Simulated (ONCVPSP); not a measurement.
**u(r) = r·R(r): atom against pseudo-atom (Li)**

Columns: radius, all-electron u(r) and pseudo u(r) of the 1s shell (level -51.85 eV) of lithium in the configuration 1s2 2s1; PBE, scalar-relativistic, ONCV scheme, ONCVPSP 4.0.1.

```tsv
r (bohr)	all-electron	pseudo
0.057	0.4465	0.2905
0.115	0.7584	0.5664
0.172	0.9596	0.8014
0.230	1.0853	0.9916
0.288	1.1522	1.1258
0.345	1.1765	1.2032
0.402	1.1713	1.2317
0.460	1.1445	1.2195
0.518	1.1028	1.1764
0.575	1.0522	1.1147
0.632	0.9957	1.0430
0.690	0.9350	0.9669
0.747	0.8741	0.8934
0.805	0.8125	0.8227
0.862	0.7533	0.7580
0.920	0.6953	0.6969
0.977	0.6408	0.6412
1.035	0.5884	0.5884
1.092	0.5399	0.5399
1.150	0.4937	0.4937
1.208	0.4508	0.4508
1.265	0.4116	0.4116
1.322	0.3754	0.3753
1.380	0.3413	0.3413
1.438	0.3100	0.3099
1.495	0.2816	0.2816
```

How many radial nodes do the two functions have?

The all-electron 1s function has n − l − 1 = 0; the pseudo-wave has 0.

At about which radius was the pseudo-wave matched?

1.10 bohr. The columns agree to 0.0005 from 0.98 bohr on; several derivatives are matched, so the curves merge somewhat inside the radius.

Where does each function peak?

Outermost all-electron maximum near 0.34 bohr, pseudo maximum near 0.40 bohr (to the table’s step).

Is the pseudo-wave norm-conserving?

Yes: the ONCV scheme keeps the norm inside the radius equal to the all-electron one, which fixes the energy derivative of the logarithmic derivative at the level.
